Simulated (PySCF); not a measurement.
# Excitation energy of Se by level of theory

Se [Ar] 3d10 4s2 4p4 (3P) → Se [Ar] 3d10 4s2 4p3 4d1 (5D), as a difference of total energies. Calculation: PySCF 2.14, in aug-cc-pVQZ-PP with one added diffuse shell each of s, p, d, f, g type with ECP10MDF (8s7p6d4f3g, 114 functions); a scalar-relativistic core potential. Correlated levels: valence: 3s2 3p6 3d10 frozen. The calculations carry no spin-orbit coupling.

```tsv
method	excitation energy (eV)
UHF	6.860
PBE	7.275
PBE0	7.392
r2SCAN	7.558
HSE06	7.411
TPSSh	7.451
MP2 (valence)	7.503
SCS-MP2 (valence)	7.666
```

Question: Estimate what wB97X-V gives.

Answer: 7.934 eV, closest to SCS-MP2 (valence) among the rows shown.

Question: Estimate what LDA gives.

Answer: 7.558 eV, closest to r2SCAN among the rows shown.

Errors of the correlated levels include the incompleteness of this basis and the frozen core.

For comparison: 7.741 eV (measured; NIST levels, between the centres of gravity of the two terms).
